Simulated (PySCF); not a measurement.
## Predicted spectroscopic data

- geometry from GFN2-xTB
- PBE0/pcSseg-1 with gauge-including orbitals
- code: PySCF 2.14
- a single conformation, non-relativistic Hamiltonian, averaged over atoms made equivalent by symmetry, fast rotation or ring inversion, in vacuum

References, each an isolated molecule treated in the same way: TMS for 1H (31.72 ppm), 13C (186.93 ppm). Splittings of carbon signals by F and P are missing where no couplings were computed. Where no couplings were computed, multiplicities follow the n + 1 count of equivalent neighbours, and m marks all less simple cases (inequivalent or close neighbours, rings, F or P nearby). Shifts are as computed. Against solution values, carbons near 30 ppm lie about +3 ppm off and those near 130 ppm about +5 ppm. Of 1211 compounds with measured shifts, 218 miss one by over three times the rms of a fit or turn the order of signals round; such compounds aren't used in these exercises. OH and NH positions are gas-phase values without hydrogen bonding to other molecules.

**1.** `[Si](C)(C)(C)O[Si@H](N)C#N`, C$_{4}$H$_{12}$N$_{2}$OSi$_{2}$. 1H NMR (600 MHz, computed): δ 5.12 (s, 1H), 0.78 (br s, 2H), 0.28 (s, 9H). 13C{1H} NMR (computed): δ 127.5 (C), 2.6 (CH3).

**2.** `O=C1C=CC(=O)c2ccccc21`, C$_{10}$H$_{6}$O$_{2}$. 1H NMR (600 MHz, computed): δ 8.53 (d, 2H), 8.06 (m, 2H), 7.10 (s, 2H). 13C{1H} NMR (computed): δ 190.7 (C), 144.5 (CH), 139.7 (CH), 134.8 (C), 133.5 (CH).

**3.** `C(COCC=O)(F)=C(F)F`, C$_{5}$H$_{5}$F$_{3}$O$_{2}$. 1H NMR (600 MHz, computed): δ 9.83 (t, 1H), 5.02 (m, 2H), 4.55 (d, 2H). 13C{1H} NMR (computed): δ 204.6 (CH), 168.7 (C), 140.5 (C), 78.7 (CH2), 66.7 (CH2).

**4.** `N#C[C@@H](F)/C([SiH3])=C/[SiH3]`, C$_{4}$H$_{8}$FNSi$_{2}$. 1H NMR (600 MHz, computed): δ 6.96 (m, 1H), 5.58 (m, 1H), 4.36 (s, 3H), 4.28 (d, 3H). 13C{1H} NMR (computed): δ 165.5 (C), 145.2 (CH), 120.9 (C), 86.9 (CH).
